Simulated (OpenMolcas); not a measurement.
**Mn VI: effect of the IPEA shift**

* Program: OpenMolcas 26.06
* Basis: ANO-RCC-VTZP [6s5p3d2f1g]
* Scalar Hamiltonian: DKH2, point nucleus
* Active space: 8 electrons in 8 orbitals (RAS1 3p, at most 2 holes; RAS2 3d)
* State averaging: 2S+1 = 3 even, 10 roots; 2S+1 = 1 even, 15 roots
* Spin-orbit coupling: state interaction with AMFI integrals over the reference wave functions, term energies averaged over their components

Methods on the same reference wave functions:
A. RASSCF
B. SS-RASPT2, IPEA 0 Eh, imaginary shift 0.1 Eh (closed shells correlated: 3s)
C. SS-RASPT2, IPEA 0.25 Eh, imaginary shift 0.1 Eh (closed shells correlated: 3s)

Energies in eV above 3d² ³F₂, the measured ground level; measured values from Corliss and Sugar, J. Phys. Chem. Ref. Data 6, 1253 (1977).

```csv
Level,A,B,C,Measured
3d² ³F₂,0.0000,0.0000,0.0000,0.0000
3d² ³F₃,0.0970,0.0973,0.0973,0.0925
3d² ³F₄,0.2195,0.2197,0.2197,0.2069
3d² ¹D₂,2.1337,1.961,1.956,1.9014
3d² ³P₀,2.5618,2.306,2.320,2.2047
3d² ³P₁,2.5967,2.341,2.355,2.2388
3d² ³P₂,2.6728,2.420,2.433,2.3096
3d² ¹G₄,3.6582,3.250,3.241,3.1630
3d² ¹S₀,7.6465,7.472,7.467,
```

Deviations, from unrounded energies. A percentage is the sum of absolute deviations over the sum of measured energies, with the sign that they share, or ± where signs differ.

```
                        Against measurement  Levels      A     B     C
             mean absolute deviation (cm-1)       7   2100   550   580
      fine structure of the ground term (%)       2   +5.7  +5.9  +5.9
other terms of the ground configuration (%)       5  +15.3  +3.9  +4.1
```

B, C lie about equally close to measurement and A furthest from it. The largest miss of B in the table is 3d² ³P₂, by +890 cm-1. The ranking rests on the paired levels alone, and a cruder setting can come out closer through cancelling errors.

Between B and C the level of the table that moves most is 3d² ³P₁, by 110 cm-1 (lowest in B, highest in C). Moves below CASPT2's spread within the term are not significant.

The mean deviations of B to C differ by less than CASPT2's widest spread within a term (390 cm-1), so their order carries little weight.

From A to B the spin-free energies of the other terms of 3d² shown, above ³F, scale by factors of 0.88 to 0.98.

The lowest spin-free term lies below A's lowest term by 0.206 hartree in B, 0.203 hartree in C.

CASPT2 breaks the degeneracy within a term, and the mean is taken; among the terms shown or strongly mixed into the levels shown the widest spread is 390 cm-1 (3d² ³F, B). Active for correlation alone: 3p; no level in the range computed is led by a configuration that opens it, so any true level of that kind is missing. Without dynamic correlation excited terms often stand tens of per cent too high (terms of higher spin than the ground term too low), and those without a measured partner can miss by more than the paired ones (holds for A). Measured partners are found by configuration, term and J. A level has none where our copy of the source lacks it or the pairing is in doubt (some pairs that miss far off the trend of their configuration count as doubtful), and it then counts in no deviation. Levels of configurations outside the active space are missing.
